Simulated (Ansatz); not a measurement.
`I[SiH]1CO1` + HCl → `Cl[SiH]1CO1` + HI at 298.15 K and 1 bar (ligand exchange at the Si–I bond).

Calculated with Ansatz (gas phase, PBE0-D4/def2-TZVP geometries, no zero-point term in ΔE). CCSD(T)/CBS adds triple-zeta CCSD(T) − MP2 to the extrapolated MP2 energy (def2 sets, frozen cores). This one scheme is used for every species. Elements past krypton have def2 core potentials. For I outer-core shells are correlated without core-valence functions, which leaves a few kJ/mol of doubt a bond.

```tsv
species	CCSD(T)/CBS energy (Eh)	H − E (kJ/mol)	S (J/(mol·K))
`I[SiH]1CO1`	-701.56659	121.3	318.5
HCl	-460.38127	26.6	186.8
`Cl[SiH]1CO1`	-863.91561	122.6	298.0
HI	-298.03592	22.7	206.5
```

H − E and S are ideal-gas, rigid-rotor, harmonic terms from PBE0-D4/def2-TZVP, for one conformer and one mirror image of each species. 1 Eh = 2625.50 kJ/mol, R = 8.31446 J/(mol·K).

Problem. By hand: ΔE, ΔH, ΔS and ΔG.

Solution. ΔE = (-863.91561) + (-298.03592) − (-701.56659) − (-460.38127) = -0.00367 Eh = -9.6 kJ/mol. Δ(H − E) = 122.6 + 22.7 − 121.3 − 26.6 = -2.6, so ΔH = -12.2 kJ/mol. ΔS = 298.0 + 206.5 − 318.5 − 186.8 = -0.8 J/(mol·K). ΔG = -12.2 − 298.15 × (-0.8)/1000 = -12.0 kJ/mol.

Problem. By hand: the equilibrium constant, and the temperature at which ΔG would vanish if ΔH and ΔS stayed fixed.

Solution. log₁₀ K = −ΔG/(RT ln 10) = 2.1. ΔG = 0 at ΔH/ΔS = 15250 K, far beyond where these terms or the molecules hold.

The number of gas molecules stays the same, so ΔS is small and ΔH decides. A doubt of 5 kJ/mol in ΔE shifts log₁₀ K by 0.9 here. Other conformers and mirror images would add mixing entropy, several J/(mol·K) or more a flexible species. These are equilibria of isolated gas molecules and say nothing of rates. Largest T1 diagnostic: 0.013 (customary marks: 0.02 for closed shells, 0.045 for open ones).
